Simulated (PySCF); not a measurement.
**AlH + 2 F₂ → AlF₃ + HF**

Level: PBE in the def2-TZVP basis family, all electrons, no relativity, computed in PySCF with density fitting; open shells unrestricted.

```csv
species,state and structure,ZPE (kJ/mol),H(298 K) − H(0) (kJ/mol),S° (J/(mol K))
AlH,"singlet, C∞v, Al–H 1.680 Å",9.5,8.7,188.0
F₂,"singlet, D∞h, F–F 1.413 Å",6.0,8.8,202.5
AlF₃,"singlet, D3h, Al–F 1.647 Å (×3)",19.4,14.4,279.4
HF,"singlet, C∞v, H–F 0.932 Å",23.8,8.7,173.9
```

(1) Is the gas-phase reaction uphill or downhill in electronic energy at this level, and by how much?

(2) Add zero-point, thermal and entropy terms for 298.15 K and 1 bar.

Answers

(1) At PBE/def2-TZVP, ΔE = -1628.3 kJ/mol, downhill. 

(2) ΔZPE = 21.7 and Δ[H(298) − H(0)] = -3.2 kJ/mol give ΔH° = -1609.8 kJ/mol. ΔS° = -139.7 J/(mol K), so ΔG° = -1609.8 − 298.15 × (-0.1397) = -1568 kJ/mol.

Each species is the lowest minimum found with this bonding; other isomers or fragments can lie lower.
